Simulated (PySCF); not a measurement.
A structure optimised at PBE0-D3(BJ)/def2-SVP, used in a PySCF frequency run:

```
C
F 1 1.3427
H 1 1.1011 2 109.58
C 1 1.5231 3 109.89 2 -120.58
F 4 1.3384 1 110.27 3 174.61
F 4 1.3471 5 108.60 1 118.33
H 4 1.1040 5 109.58 6 119.29
Cl 1 1.7725 3 107.57 2 120.24
```
Charge 0, spin multiplicity 1.

Problem. Write its SMILES and formula.

Solution. FC(F)[C@H](F)Cl, C₂H₂ClF₃

Problem. What are its rotational constants (standard atomic weights)?

Solution. 4.6802, 1.9505, 1.7148 GHz
